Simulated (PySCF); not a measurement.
N²⁺: excitation energy

N²⁺ [He] 2s2 2p1 (2P) → N²⁺ [He] 2s1 2p2 (4P), as a difference of total energies. All numbers are calculated (PySCF 2.14, the spin-free X2C one-electron Hamiltonian (Gaussian nucleus), in dyall-acv3z). Correlated levels: valence and next inner shell: nothing frozen; virtual orbitals above 40 to 60 times the deepest correlated orbital energy dropped. The calculations carry no spin-orbit coupling.

| method | excitation energy (eV) |
| --- | --- |
| UHF | 5.161 |
| MP2 (valence and next inner shell) | 6.438 |
| SCS-MP2 (valence and next inner shell) | 6.907 |
| CCSD (valence and next inner shell) | 7.031 |
| CCSD(T) (valence and next inner shell) | 7.069 |

How much does correlation contribute at CCSD(T) (valence and next inner shell)?

7.069 − (5.161) = 1.908 eV, measured against UHF.
